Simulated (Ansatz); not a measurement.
A nudged elastic band was laid between two geometries of F3GeHO + H2S (9 atoms, charge 0, multiplicity 1).

Level of theory: Ansatz, RKS PBE-D4/def2-SVP.

```
movable images  : 7
climbing image  : yes
spring          : 0.1 eV/Å²
optimiser       : quadratic models (default)
start path      : through a guess of the saddle point
force threshold : 0.05 eV/Å
iteration limit : 60
end points      : relaxed
```

Initial state:

```xyz
9
Properties=species:S:1:pos:R:3
Ge -0.039 -0.065 0.079
F 0.101 0.324 1.771
F 1.419 0.289 -0.788
F -1.122 1.183 -0.488
O -0.945 -1.534 -0.339
H -1.770 -1.232 -0.775
S 1.651 -2.250 1.083
H 0.546 -3.044 1.027
H 1.365 -1.850 2.353
```

Final state:

```xyz
9
Properties=species:S:1:pos:R:3
Ge 0.538 -0.650 -0.378
F -0.856 -1.115 2.095
F 1.183 0.121 -1.785
F 0.450 0.632 0.881
O -1.143 -1.048 -0.730
H -1.555 -1.283 0.131
S 1.922 -2.199 0.347
H 1.107 -2.374 1.430
H -0.441 -0.262 1.930
```

Problem. Which bonds break or form, and what moves?

Solution. Bonds broken: Ge1–F2, S7–H9. Bonds formed: Ge1–S7, F2–H9. F3GeHO + H2S becomes F2GeH2OS + FH.

Problem. What energy profile does the band end with?

Solution. The forces met the threshold. The highest image is number 4 of 0 to 8, 63.9 kJ/mol above the first end and 81.4 kJ/mol above the last; the last end lies 17.5 kJ/mol below the first. Beside the main top the profile has a ripple of under 15 meV (maxima at images 1, 4), which may be a very shallow well or noise. The order of the point at the top wasn't checked. The orbitals stay closed-shell, which can raise the energy where a bond breaks towards radicals; this wasn't checked here.

| image | path coordinate (Å) | energy (kJ/mol) | Ge1–F2 (Å) | S7–H9 (Å) | Ge1–S7 (Å) |
| --- | --- | --- | --- | --- | --- |
| 0 | 0.00 | 0.0 | 1.74 | 1.36 | 2.94 |
| 1 | 2.08 | 0.9 | 1.74 | 1.36 | 3.39 |
| 2 | 3.73 | -0.3 | 1.74 | 1.36 | 3.37 |
| 3 | 5.38 | 24.9 | 1.74 | 1.36 | 3.16 |
| 4 | 7.04 | 63.9 | 1.93 | 1.52 | 2.47 |
| 5 | 8.44 | 17.2 | 3.08 | 2.33 | 2.22 |
| 6 | 9.85 | -0.1 | 3.01 | 3.20 | 2.19 |
| 7 | 11.26 | -11.0 | 3.12 | 3.26 | 2.19 |
| 8 | 12.66 | -17.5 | 2.88 | 3.44 | 2.20 |

Problem. What is the geometry of the highest image?

Solution. 
```xyz
9
Properties=species:S:1:pos:R:3
Ge 0.016 -0.401 0.109
F -0.532 -0.408 1.962
F 0.861 -0.683 -1.423
F 0.166 1.332 0.151
O -1.499 -1.224 -0.309
H -1.432 -1.430 -1.264
S 1.797 -1.548 1.375
H 1.211 -2.756 1.128
H 0.619 -1.062 2.194
```

Time of the run: 6.1 min on 4 threads of AMD EPYC 7B13 (Zen 3), with other jobs on the host, peak memory 0.21 GiB.
